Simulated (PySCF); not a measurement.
A structure optimised at PBE-D3(BJ)/def2-SVP, used in a PySCF frequency run:

```
Si
F 1 1.6255
F 1 1.6255 2 106.36
N 1 1.7110 2 107.85 3 115.47
C 4 1.2106 2 143.02 1 175.15
O 5 1.1790 2 154.73 1 177.59
C 1 1.8465 2 111.14 3 -121.11
H 7 1.1080 1 110.73 2 59.13
H 7 1.1081 8 108.41 1 -121.33
H 7 1.1081 8 108.41 9 -117.34
```

**Question.** Write its SMILES, formula and point group.

**Answer.** C[Si](F)(F)N=C=O, C2H3F2NOSi, Cs

**Question.** What are its rotational constants (standard atomic weights)?

**Answer.** 3.5981, 1.1915, 1.1681 GHz
